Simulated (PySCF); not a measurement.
Work out the structure from these simulated measurements.

Formula: C9H19N.

| Property | Result |
| --- | --- |
| 1H NMR | chemical shifts (computed TMS as zero) by class: 2.57 (4 H), 1.80 (2 H), 1.47 (4 H), 0.84 (9 H) ppm [GIAO PBE0/pcSseg-1] |
| Rotational structure | rotational constants A, B, C: 2.536, 0.766, 0.722 GHz [PBE0-D3(BJ)/def2-SVP] |
| Dipole | 0.93 D [PBE0/pcSseg-1] |
| NMR, other nuclei | isotropic shieldings of nuclei other than C and H, by class: 202 (1 N) ppm [GIAO PBE0/pcSseg-1] |
| 13C NMR | chemical shifts (computed TMS as zero) by class: 72.1 (1 C), 59.0 (2 C), 33.5 (1 C), 28.2 (3 C), 23.8 (2 C) ppm [GIAO PBE0/pcSseg-1] |

Gas-phase values; electronic properties from PySCF, density fitting. Levels stand in brackets. The structure is a single PBE0-D3(BJ)/def2-SVP conformer in the gas phase; no vibrational or solvent corrections. NMR classes are plain means over equivalent atoms (diastereotopic ones count apart unless rotation or inversion swaps them), as if these changed places fast.

**Question.** What is the compound? Reason from the data.

**Answer.** Numbering: `[CH3:1][C:2]([CH3:3])([CH3:4])[CH2:5][N:6]1[CH2:7][CH2:8][CH2:9][CH2:10]1`. Its formula, C9H19N, gives 1 degree of unsaturation: 1 ring and 0 π bonds in the structure found. 9 carbons fall into 5 classes; from least to most shielded: chain sp3 carbon bound to nitrogen [C5] (72.1 ppm), ring sp3 carbon bound to nitrogen [C7/C10] (59.0 ppm, 2 C), quaternary sp3 carbon [C2] (33.5 ppm), methyl carbon [C1/C3/C4] (28.2 ppm, 3 C), ring CH2 carbon [C8/C9] (23.8 ppm, 2 C). Hydrogen classes from least to most shielded: 4 H on 2 like atoms (sp3 carbon bound to nitrogen), C7/C10 (2.57 ppm), 2 H on an sp3 carbon bound to nitrogen, C5 (1.80 ppm), 4 H on 2 ring CH2 carbons, C8/C9 (1.47 ppm), 9 H on 3 methyl carbons, C1/C3/C4 (0.84 ppm, a mean of values up to 1.3 ppm apart in this geometry). The other shieldings belong to: 202 ppm, tertiary amine nitrogen [N6]. By its constants the optimised geometry is an asymmetric top. Structure: `CC(C)(C)CN1CCCC1`. The assignments are read from this structure; whether some other isomer fits the data as well wasn't checked.
